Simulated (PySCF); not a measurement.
calicene (C8H6), SMILES C1=CC(=C2C=C2)C=C1.

Coordinates come from a B3LYP-D3(BJ)/def2-SVP optimisation.

Two levels are set side by side: PBE/def2-TZVP (PySCF) and r2SCAN/def2-TZVP (PySCF). Same geometry, gas phase. Differences are taken from unrounded values.

```json
[
 {"quantity": "orbital gap (eV)", "r2SCAN": "2.57"},
 {"quantity": "highest occupied level (eV)", "r2SCAN": "-4.72"},
 {"quantity": "lowest empty level (eV)", "r2SCAN": "-2.15"},
 {"quantity": "dipole moment (D)", "r2SCAN": "4.71"}
]
```

What does PBE give, and how far is it from r2SCAN? (Estimate from the structure and the level; the computed values follow.)


```csv
quantity,PBE,PBE minus r2SCAN
orbital gap (eV),2.21,-0.36
highest occupied level (eV),-4.61,0.11
lowest empty level (eV),-2.40,-0.25
dipole moment (D),4.49,-0.22
```

Rough cost on one machine, each run with all the roots and properties that it gave: r2SCAN against PBE about 3 times.
